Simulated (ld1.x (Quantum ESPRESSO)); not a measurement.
## lead: variants of one PAW potential

Base potential:

* Element: Pb
* Generator: ld1.x (Quantum ESPRESSO) 7.5
* Type: PAW
* Functional: LDA (PZ)
* Relativity: non-relativistic
* Frozen core: [Xe] 4f14
* Valence charge: 14
* Reference configuration: 5d10 6s2 6p0 (charge +2)
* Partial waves: 6s (bound): rcut 1.80, rcutus 2.35 bohr; 6s channel at -1.45 Ry: rcut 1.80, rcutus 2.35 bohr; 6p (bound, empty): rcut 2.40, rcutus 2.65 bohr; 6p channel at -0.45 Ry: rcut 2.40, rcutus 2.65 bohr; 5d (bound): rcut 1.60, rcutus 1.75 bohr; 5d channel at -2.2 Ry: rcut 1.60, rcutus 1.75 bohr
* Local potential: all-electron potential smoothed inside 1.45 bohr (lloc = -2)
* Core correction: a·sin(br)/r model core, default radius (ld1.x builds one for every PAW set, though the input has nlcc=.false.)
* Augmentation charge: BESSEL, radius 1.80 bohr

All-electron outer shells of the reference configuration (LDA (PZ), non-relativistic, ld1.x):

```tsv
shell	level (eV)	outermost node (bohr)	outermost maximum (bohr)
5p	-96.53	0.51	0.92
5d	-40.93	0.53	1.06
6s	-24.42	1.13	2.16
6p	-17.34	1.23	2.47
```

Cutoffs, loose and tight: the cutoffs (Ry, on a coarse ladder) from which the occupation-weighted sum of valence levels, in a spherical-Bessel basis at the reference potential, stays within 10 and 1 mRy of its value at 400 Ry. They do not see the model core or the augmentation charge, which bear on the density cutoff. Test errors are all-electron minus pseudo excitation energies from the reference, over the configurations 5d10 6s2 6p2; 5d10 6s2 6p1; 5d10 6s1 6p0; 5d9 6s2 6p3; 5d10 6s2 6p2.3; 5d10 6s2 6p1.5; 5d10 6s0 6p4 (two spin-polarised tests are not counted in the largest error). A dash means not determined; rows that change the core or the reference have their own tests.

A true bound ghost makes a file unfit for plane-wave use even where its test errors are small: the radial tests pick states by their node count and pass the ghost by.

Cutoffs are not given where the Bessel-basis levels miss the radial ones by over 6 mRy, ghosts where they miss by over 20 mRy; a channel whose overlap is not positive is not tested.

```csv
change,outcome,"cutoff, loose","cutoff, tight",bound ghosts,largest test error (meV)
base,generated,40 Ry,70 Ry,s,-18
"type ultrasoft; local potential all-electron potential smoothed inside 1.35 bohr (lloc = -2); core correction none; augmentation PSQ, inside the norm-conserving radii",generated,40 Ry,70 Ry,s,-34
local potential all-electron potential smoothed inside 2.88 bohr (lloc = -2),generated,45 Ry,80 Ry,s,-82
"core [Xe] 4f14 5d10, valence charge 4; reference 6s2 6p2; waves now 6s (bound): rcut 2.10, rcutus 2.50 bohr; 6s channel at -1.45 Ry: rcut 2.10, rcutus 2.50 bohr; 6p (bound): rcut 2.10, rcutus 2.75 bohr; 6p channel at -0.45 Ry: rcut 2.10, rcutus 2.75 bohr; local potential all-electron potential smoothed inside 2.20 bohr (lloc = -1); augmentation BESSEL, radius 1.90 bohr",failed: new_paw_hamiltonian: negative rho,–,–,–,–
"wave 6p channel at -0.45 Ry: rcut 2.40, rcutus 2.65 bohr becomes 6p channel at 0.61 Ry: rcut 2.40, rcutus 2.65 bohr",generated,40 Ry,70 Ry,s,-22
local potential all-electron potential smoothed inside 1.70 bohr (lloc = -1),generated,40 Ry,70 Ry,s,+42
"waves 6s (bound): rcut 1.58, rcutus 1.68 bohr; 6s channel at -1.45 Ry: rcut 1.58, rcutus 1.68 bohr",failed: run_pseudo: Errors in PS-KS equation,–,–,–,–
functional PBE,generated,40 Ry,70 Ry,s,-14
fully relativistic,generated,–,–,not determined,+394
"all radii but the core radius scaled by about 0.96 (s 2.26, p 2.54, d 1.68 bohr, rcut 1.72/2.30/1.54); local potential all-electron potential smoothed inside 1.40 bohr (lloc = -2); augmentation BESSEL, radius 1.72 bohr",generated,50 Ry,80 Ry,s,+20
"augmentation PSQ, radius 1.30 bohr",failed: new_paw_hamiltonian: negative rho,–,–,–,–
"waves 6p (bound): rcut 2.04, rcutus 2.16 bohr; 6p channel at -0.45 Ry: rcut 2.04, rcutus 2.16 bohr",generated,40 Ry,70 Ry,"s, p",-74
```

Problem. What comes out with this change to the base: reference 5d10 6s2 6p2?

Solution. outcome: generated, overlap not positive; bound ghosts: not determined (overlap not positive); largest test error (meV): test run stopped at test 2 of 9 (negative rho). A file whose overlap is not positive is unfit for use, and its test errors describe a broken file.
